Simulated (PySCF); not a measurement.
Vertical excitations of a molecule C3H2F3, multiplicity 2 from TDA-PBE/def2-SVPD in PySCF, as energy in eV (oscillator strength): 3.59 (0.013), 4.44 (0.000), 5.07 (0.001), 5.45 (0.010), 6.06 (0.000), 6.07 (0.391), 6.37 (0.000), 6.75 (0.000), 6.78 (0.026), 6.80 (0.005). Coordinates come from a B3LYP-D3(BJ)/def2-SVP optimisation. Other conformers were not sampled.

Question: Pick the molecule that these values belong to.
A) [CH]=CC(F)(F)F
B) C=C(F)[C](F)F
C) C=[C]C(F)(F)F
D) F/C=C/[C](F)F

Answer: B, C=C(F)[C](F)F
